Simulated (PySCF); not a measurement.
J couplings in vinyl bromide

Bonds (- single, = double, # triple, : aromatic): C1=C2 1.319 Å, C2-Br3 1.881 Å. C1 carries H4, H5; C2 carries H6. H5 is cis to Br3; H4 is trans to Br3.

Indirect spin–spin couplings were computed at B97-2/pcJ-2 (pcSseg-2 on Br) (PySCF 2.14.0 with density-fitted response routines) on a PBE0-D3(BJ)/def2-TZVP structure, for the isolated molecule, without vibrational or relativistic corrections. Couplings are averaged over pairs made equivalent by symmetry, fast rotation or ring inversion, so a value needn't be that of the named pair in this geometry, while other rotamers aren't included; one pair stands for each set, and the list holds those of at least 1.5 Hz over up to four bonds.

Isotopes: 13C, 1H.

```tsv
pair	bonds	J (Hz)
C1, C2	1	?
C1, H4	1	?
C1, H5	1	156.7
C2, H6	1	?
C1, H6	2	6.0
C2, H4	2	7.6
C2, H5	2	-7.7
H4, H5	2	-1.5
H4, H6	3	8.3
H5, H6	3	15.1
```

Question: Estimate the withheld couplings, with signs.

Answer: 
- 1J(C1,C2) = 80.2 Hz (bond length 1.319 Å)
- 1J(C1,H4) = 153.4 Hz (bond length 1.084 Å, sp2 carbon)
- 1J(C2,H6) = 186.2 Hz (bond length 1.082 Å, sp2 carbon)

Relativistic effects of the heavier atoms present are left out.
